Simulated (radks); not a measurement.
Q: All-electron atom: Mn6+ in [Ar] 3d1 (the NIST ground configuration). All-electron calculation, Dirac Kohn-Sham, PBE, spin-unpolarised, spherical densities, point nucleus; open shells fill j = l - 1/2 first. Program: a radial shooting solver on a logarithmic mesh with Libxc functionals.

Spin-orbit splittings of the eigenvalues, e(l+1/2) - e(l-1/2), with zeta = 2 splitting/(2l+1) and mean radii in bohr:

| shell | occ. | splitting (eV) | zeta (eV) | <r> j=l-1/2 | <r> j=l+1/2 |
|---|---|---|---|---|---|
| 2p | 6 | 10.42 | 6.946 | 0.2450 | 0.2479 |
| 3p | 6 | 1.504 | 1.003 | 0.8270 | 0.8336 |
| 3d | 1 | 0.2006 | 0.08024 | 0.8581 | 0.8600 |
| 4p | 0 | 0.3321 | 0.2214 | 2.000 | 2.010 |
| 4d | 0 | ? | ? | 2.277 | 2.279 |

Estimate the 4d splitting.

A: 0.04657 eV (zeta = 0.01863 eV).
